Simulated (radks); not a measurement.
Results of a calculation; reference values are marked as such.
Task: The mean radii <r> (bohr) of the occupied orbitals of an atom or ion are listed with their occupations. Code: a radial shooting solver on a logarithmic mesh with Libxc functionals. Model: scalar-relativistic Kohn-Sham, PBEsol, spin-polarised, spherical densities, finite nucleus; Fermi nuclear charge, rms radius of each element as measured or else 0.836 A^(1/3) + 0.57 fm.

| orbital | occ. | <r> |
|---|---|---|
| 1s down | 1 | 0.01687 |
| 1s up | 1 | 0.01687 |
| 2s up | 1 | 0.07115 |
| 2s down | 1 | 0.07115 |
| 2p up | 3 | 0.06425 |
| 2p down | 3 | 0.06425 |
| 3s up | 1 | 0.1839 |
| 3s down | 1 | 0.1839 |
| 3p up | 3 | 0.1852 |
| 3p down | 3 | 0.1852 |
| 3d up | 5 | 0.1677 |
| 3d down | 5 | 0.1677 |
| 4s up | 1 | 0.4072 |
| 4s down | 1 | 0.4072 |
| 4p up | 3 | 0.4337 |
| 4p down | 3 | 0.4336 |
| 4d up | 5 | 0.4585 |
| 4d down | 5 | 0.4583 |
| 5s up | 1 | 0.9224 |
| 5s down | 1 | 0.9192 |
| 4f up | 7 | 0.4984 |
| 4f down | 7 | 0.4971 |
| 5p up | 3 | 1.056 |
| 5p down | 3 | 1.052 |
| 5d up | 5 | 1.379 |
| 5d down | 2 | 1.384 |

Name the element and its charge. Open shells, if any, are filled with parallel spins first.

Result: Z = 79, gold, charge +4: Au4+ in [Xe] 4f14 5d7. The 1s radius gives Z: for a bare nucleus <r> = (2 gamma + 1)/(2Z) with gamma = sqrt(1 - (Z/c)^2), 0.01667 bohr for Z = 79, and screening makes it slightly larger (0.01687 here). The occupations add up to 75, and the charge is Z minus that.
